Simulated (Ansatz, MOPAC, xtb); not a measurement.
The molecule OsF, multiplicity 4 (lowest of 2S+1 = 2, 4, 6 at CCSD(T)/def2-TZVPP on PBE0 minima; our sources give no spin for the ground state, which may be another). No spin–orbit coupling. The T1 diagnostic near the minimum is 0.052, so single-reference values are doubtful.

The constants come from a fifth-degree fit in 1/R (seven points, main isotopes). Runs in def2 and cc sets follow the lowest solution found near the PBE0 minimum.

The state that PM6 reach isn't checked.

The values were computed with Ansatz (a first-principles code) with Gaussian orbitals; MOPAC for PM6 (differences of heats of formation); xtb for the GFN methods. Values without a source in brackets are computed. In def2 rows elements past Kr take small-core potentials, without spin–orbit coupling. The GFN methods have no spin term and hold the electronic entropy of 300 K.

```
level                 r_e (Å)  ω_e (cm⁻¹)  ω_e x_e (cm⁻¹)  dipole (D)
-----------------  ----------  ----------  --------------  ----------
PM6                     1.885         538             2.2           -
GFN1-xTB                1.855         495             1.4           -
SVWN5/def2-TZVPP        1.784  (withheld)             3.8        1.93
PBE/def2-TZVPP          1.816         698             3.7        2.21
r2SCAN/def2-TZVPP       1.809         715             3.6        2.43
B97M-V/def2-TZVPP       1.819         691             3.8        2.60
B3LYP/def2-TZVPP        1.820         693             3.9        2.63
PBE0/def2-TZVPP    (withheld)  (withheld)             3.8        2.73
```

Problem. Fill in the missing entries.

Solution. 
- PBE0/def2-TZVPP, r_e (Å): 1.808
- PBE0/def2-TZVPP, ω_e (cm⁻¹): 708
- SVWN5/def2-TZVPP, ω_e (cm⁻¹): 756
